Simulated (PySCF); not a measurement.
Isomers of C6H15NSi2, mass 157.074 u with the commonest isotopes. Method used: PBE0/pcSseg-1 in PySCF (dipole) on a GFN2-xTB geometry, gas phase. One conformer each, none proved a minimum here; rigid rotors.

Task: Order these by rotational constant A, largest first.
A. `[CH2:1]=[CH:2][CH2:3][NH:4][Si@H:5]1[CH2:6][Si@@H:7]([CH3:8])[CH2:9]1` with C1–C2–C3–N4 -125°, C2–C3–N4–Si5 -81°, C3–N4–Si5–C6 -166°
B. `[CH2:1]=[CH:2]/[C:3]([CH3:4])=[N:5]/[C@@H:6]([SiH3:7])[CH2:8][SiH3:9]` with C1–C2–C3–C4 177°, C3–N5–C6–Si7 90°, N5–C6–C8–Si9 58°
C. `[CH3:1][CH:2]([CH3:3])[NH:4][Si@@H:5]1[CH:6]=[CH:7][CH2:8][SiH2:9]1` with C1–C2–N4–Si5 152°, C2–N4–Si5–C6 180°, N4–Si5–C6–C7 -132°, C6–C7–C8–Si9 7°, C7–C8–Si9–Si5 -8°, N4–Si5–Si9–C8 120°

Result: A (3027 MHz), C (2300 MHz), B (1086 MHz).

Task: Order these by out-of-plane moment Σ m c² = (Ia + Ib − Ic)/2, smallest first.
A. `[CH2:1]=[CH:2][CH2:3][NH:4][Si@H:5]1[CH2:6][Si@@H:7]([CH3:8])[CH2:9]1` with C1–C2–C3–N4 -125°, C2–C3–N4–Si5 -81°, C3–N4–Si5–C6 -166°
B. `[CH2:1]=[CH:2]/[C:3]([CH3:4])=[N:5]/[C@@H:6]([SiH3:7])[CH2:8][SiH3:9]` with C1–C2–C3–C4 177°, C3–N5–C6–Si7 90°, N5–C6–C8–Si9 58°
C. `[CH3:1][CH:2]([CH3:3])[NH:4][Si@@H:5]1[CH:6]=[CH:7][CH2:8][SiH2:9]1` with C1–C2–N4–Si5 152°, C2–N4–Si5–C6 180°, N4–Si5–C6–C7 -132°, C6–C7–C8–Si9 7°, C7–C8–Si9–Si5 -8°, N4–Si5–Si9–C8 120°

Result: C (39.16 u·Å²), A (66.94 u·Å²), B (103.39 u·Å²).

Task: Order these by rotational constant C, smallest first.
A. `[CH2:1]=[CH:2][CH2:3][NH:4][Si@H:5]1[CH2:6][Si@@H:7]([CH3:8])[CH2:9]1` with C1–C2–C3–N4 -125°, C2–C3–N4–Si5 -81°, C3–N4–Si5–C6 -166°
B. `[CH3:1][CH:2]([CH3:3])[NH:4][Si@@H:5]1[CH:6]=[CH:7][CH2:8][SiH2:9]1` with C1–C2–N4–Si5 152°, C2–N4–Si5–C6 180°, N4–Si5–C6–C7 -132°, C6–C7–C8–Si9 7°, C7–C8–Si9–Si5 -8°, N4–Si5–Si9–C8 120°
C. `[CH2:1]=[CH:2]/[C:3]([CH3:4])=[N:5]/[C@@H:6]([SiH3:7])[CH2:8][SiH3:9]` with C1–C2–C3–C4 177°, C3–N5–C6–Si7 90°, N5–C6–C8–Si9 58°

Result: A (471.0 MHz), B (536.2 MHz), C (600.0 MHz).

```csv
SMILES,point group,Ia (u·Å²),Ib (u·Å²),Ic (u·Å²),κ,μa (D),μb (D),μc (D)
CC(C)N[Si@@H]1C=CC[SiH2]1,C1,219.71,801.11,942.50,-0.89,0.29,0.01,0.92
C=CCN[Si@H]1C[Si@@H](C)C1,C1,166.94,1039.91,1072.98,-0.99,0.63,0.47,0.59
C=C/C(C)=N/[C@@H]([SiH3])C[SiH3],C1,465.21,583.88,842.31,0.09,0.92,0.75,1.02
```
